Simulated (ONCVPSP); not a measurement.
u(r) = r·R(r): atom against pseudo-atom (Mo)

Columns: radius, all-electron u(r) and pseudo u(r) of the 4d shell (level -20.83 eV) of molybdenum in the configuration [Ar] 3d10 4s2 4p6 4d4; PBE, scalar-relativistic, ONCV scheme, ONCVPSP 4.0.1.

| r (bohr) | all-electron | pseudo |
| --- | --- | --- |
| 0.130 | -0.2110 | 0.0027 |
| 0.260 | -0.3786 | 0.0208 |
| 0.390 | -0.2608 | 0.0657 |
| 0.520 | -0.0130 | 0.1427 |
| 0.650 | 0.2444 | 0.2499 |
| 0.780 | 0.4596 | 0.3785 |
| 0.910 | 0.6187 | 0.5152 |
| 1.040 | 0.7231 | 0.6438 |
| 1.170 | 0.7815 | 0.7494 |
| 1.300 | 0.8044 | 0.8216 |
| 1.430 | 0.8014 | 0.8563 |
| 1.560 | 0.7806 | 0.8555 |
| 1.690 | 0.7479 | 0.8251 |
| 1.820 | 0.7078 | 0.7733 |
| 1.950 | 0.6635 | 0.7095 |
| 2.080 | 0.6173 | 0.6431 |
| 2.210 | 0.5708 | 0.5814 |
| 2.340 | 0.5252 | 0.5278 |
| 2.470 | 0.4812 | 0.4814 |
| 2.600 | 0.4392 | 0.4392 |
| 2.730 | 0.3996 | 0.3996 |
| 2.860 | 0.3626 | 0.3626 |
| 2.990 | 0.3282 | 0.3282 |
| 3.120 | 0.2964 | 0.2964 |
| 3.250 | 0.2671 | 0.2671 |
| 3.380 | 0.2402 | 0.2402 |

Q: How many radial nodes do the two functions have?

A: The all-electron 4d function has n − l − 1 = 1; the pseudo-wave has 0, since the states of the same l below it are removed with the core.

Q: At about which radius was the pseudo-wave matched?

A: 2.60 bohr, where the columns begin to agree (steps of 0.13 bohr).

Q: Is the pseudo-wave norm-conserving?

A: Yes: the ONCV scheme keeps the norm inside the radius equal to the all-electron one, which fixes the energy derivative of the logarithmic derivative at the level.
